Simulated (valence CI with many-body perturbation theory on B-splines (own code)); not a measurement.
## Re LV: E2, M1 decay

Computed by relativistic CI+MBPT: three valence electrons over a frozen Dirac-Fock core [Ar], a basis of 9 s, 9 p, 10 d, 8 f, 5 g, 3 h, 1 i functions for each j, with the one-electron correlation potential Σ1, the two-electron term Σ2, the three-electron term Σ3, Breit, model QED; selected CI, second order for the rest (own B-spline code, finite nucleus).

No measured spectrum was set against this ion. As an estimate, large intervals hold to a few tenths of a per cent, small ones and those within an open d or f shell to about a per cent. The list stops below the first excitations out of the core. Only levels of the ground parity were solved; by the run's estimate the other parity begins above the list, which can be wrong where configurations are misplaced.

Lines 1 to 40 of 40 in falling wavelength, among levels below 1904700 cm⁻¹, chosen from the decays that carry over 1 % of a level's rate. Wavelengths and rates use the calculated energies. Electric multipoles are in the length gauge, E1 and E2 with the static RPA response of the core. Weak lines are less certain than strong ones. Lines between different terms over intervals too small for the method are left out, as are lines whose strength nearly cancels. The highest levels of a list are the least certain. Branching is blank where the lifetime is uncertain.

Levels are named by their leading jj configuration (3d3/2^4 stands for four electrons in 3d with j = 3/2), which in mixed levels can hold well under half, so a name can repeat and another be missing. Letters in brackets count levels of one name in rising energy.

| λ vac (Å) | Upper | Lower | Type | A (s⁻¹) | Branch % |
| --- | --- | --- | --- | --- | --- |
| 1233 | (3d3/2^2 3d5/2) J=9/2 | (3d3/2^2 3d5/2) J=5/2 [a] | E2 | 4.54e-04 |  |
| 1208 | (3d3/2^2 3d5/2) J=7/2 | (3d3/2^2 3d5/2) J=5/2 [a] | M1 | 6.64e+03 | 92.5 |
| 485.1 | (3d3/2^2 3d5/2) J=5/2 [b] | (3d3/2^2 3d5/2) J=7/2 | M1 | 9.95e+03 | 2.5 |
| 421.1 | (3d3/2^2 3d5/2) J=5/2 [b] | (3d3/2^2 3d5/2) J=3/2 | M1 | 3.65e+04 | 9.2 |
| 358.0 | (3d3/2 3d5/2^2) J=3/2 [b] | (3d3/2 3d5/2^2) J=3/2 [a] | M1 | 4.80e+04 | 1.1 |
| 346.1 | (3d3/2^2 3d5/2) J=5/2 [b] | (3d3/2^2 3d5/2) J=5/2 [a] | M1 | 1.31e+04 | 3.3 |
| 232.2 | (3d3/2 3d5/2^2) J=3/2 [a] | (3d3/2^2 3d5/2) J=5/2 [b] | M1 | 1.55e+05 | 1.8 |
| 214.1 | (3d3/2 3d5/2^2) J=5/2 [a] | (3d3/2^2 3d5/2) J=5/2 [b] | M1 | 8.31e+05 | 17.9 |
| 185.1 | (3d3/2 3d5/2^2) J=5/2 [b] | (3d3/2^2 3d5/2) J=5/2 [b] | M1 | 1.43e+06 | 49.4 |
| 184.2 | (3d3/2 3d5/2^2) J=7/2 [b] | (3d3/2^2 3d5/2) J=5/2 [b] | M1 | 3.17e+05 | 14.0 |
| 180.0 | (3d3/2 3d5/2^2) J=7/2 [a] | (3d3/2^2 3d5/2) J=7/2 | M1 | 1.47e+06 | 19.6 |
| 178.3 | (3d5/2^3) J=9/2 | (3d3/2 3d5/2^2) J=11/2 | M1 | 3.20e+05 | 3.7 |
| 176.3 | (3d3/2^2 3d5/2) J=5/2 [a] | (3d3/2^3) J=3/2 | M1 | 4.22e+06 | 100.0 |
| 168.5 | (3d3/2 3d5/2^2) J=9/2 | (3d3/2^2 3d5/2) J=7/2 | M1 | 1.60e+06 | 36.2 |
| 168.0 | (3d3/2 3d5/2^2) J=9/2 | (3d3/2^2 3d5/2) J=9/2 | M1 | 2.82e+06 | 63.8 |
| 161.6 | (3d3/2^2 3d5/2) J=3/2 | (3d3/2^3) J=3/2 | M1 | 3.39e+06 | 99.9 |
| 160.2 | (3d3/2 3d5/2^2) J=3/2 [a] | (3d3/2^2 3d5/2) J=1/2 | M1 | 9.19e+05 | 10.5 |
| 156.7 | (3d5/2^3) J=9/2 | (3d3/2 3d5/2^2) J=9/2 | M1 | 3.51e+06 | 40.2 |
| 156.7 | (3d3/2 3d5/2^2) J=7/2 [a] | (3d3/2^2 3d5/2) J=5/2 [a] | M1 | 6.00e+06 | 80.2 |
| 154.3 | (3d3/2 3d5/2^2) J=1/2 | (3d3/2^2 3d5/2) J=1/2 | M1 | 5.36e+06 | 93.8 |
| 153.8 | (3d3/2^2 3d5/2) J=7/2 | (3d3/2^3) J=3/2 | E2 | 5.40e+02 | 7.5 |
| 150.9 | (3d3/2^2 3d5/2) J=1/2 | (3d3/2^3) J=3/2 | M1 | 1.26e+06 | 99.7 |
| 149.7 | (3d3/2 3d5/2^2) J=3/2 [a] | (3d3/2^2 3d5/2) J=3/2 | M1 | 5.28e+06 | 60.2 |
| 148.7 | (3d3/2 3d5/2^2) J=11/2 | (3d3/2^2 3d5/2) J=9/2 | M1 | 1.73e+06 | 99.8 |
| 148.5 | (3d3/2 3d5/2^2) J=5/2 [a] | (3d3/2^2 3d5/2) J=7/2 | M1 | 2.54e+05 | 5.5 |
| 147.9 | (3d5/2^3) J=9/2 | (3d3/2 3d5/2^2) J=7/2 [a] | M1 | 4.85e+06 | 55.5 |
| 144.4 | (3d3/2 3d5/2^2) J=1/2 | (3d3/2^2 3d5/2) J=3/2 | M1 | 3.34e+05 | 5.9 |
| 141.9 | (3d3/2 3d5/2^2) J=5/2 [a] | (3d3/2^2 3d5/2) J=3/2 | M1 | 3.02e+06 | 64.8 |
| 140.8 | (3d3/2 3d5/2^2) J=3/2 [b] | (3d3/2^2 3d5/2) J=5/2 [b] | M1 | 2.89e+06 | 68.2 |
| 139.0 | (3d3/2 3d5/2^2) J=3/2 [a] | (3d3/2^2 3d5/2) J=5/2 [a] | M1 | 2.38e+06 | 27.2 |
| 134.0 | (3d3/2 3d5/2^2) J=5/2 [b] | (3d3/2^2 3d5/2) J=7/2 | M1 | 1.33e+06 | 46.1 |
| 133.5 | (3d3/2 3d5/2^2) J=7/2 [b] | (3d3/2^2 3d5/2) J=7/2 | M1 | 9.15e+05 | 40.5 |
| 133.2 | (3d3/2 3d5/2^2) J=7/2 [b] | (3d3/2^2 3d5/2) J=9/2 | M1 | 8.07e+05 | 35.7 |
| 132.3 | (3d3/2 3d5/2^2) J=5/2 [a] | (3d3/2^2 3d5/2) J=5/2 [a] | M1 | 5.34e+05 | 11.5 |
| 120.6 | (3d3/2 3d5/2^2) J=5/2 [b] | (3d3/2^2 3d5/2) J=5/2 [a] | M1 | 8.72e+04 | 3.0 |
| 120.2 | (3d3/2 3d5/2^2) J=7/2 [b] | (3d3/2^2 3d5/2) J=5/2 [a] | M1 | 1.94e+05 | 8.6 |
| 116.8 | (3d3/2^2 3d5/2) J=5/2 [b] | (3d3/2^3) J=3/2 | M1 | 3.35e+05 | 84.7 |
| 110.7 | (3d3/2 3d5/2^2) J=3/2 [b] | (3d3/2^2 3d5/2) J=1/2 | M1 | 5.82e+04 | 1.4 |
| 105.5 | (3d3/2 3d5/2^2) J=3/2 [b] | (3d3/2^2 3d5/2) J=3/2 | M1 | 4.14e+05 | 9.8 |
| 100.1 | (3d3/2 3d5/2^2) J=3/2 [b] | (3d3/2^2 3d5/2) J=5/2 [a] | M1 | 7.92e+05 | 18.6 |
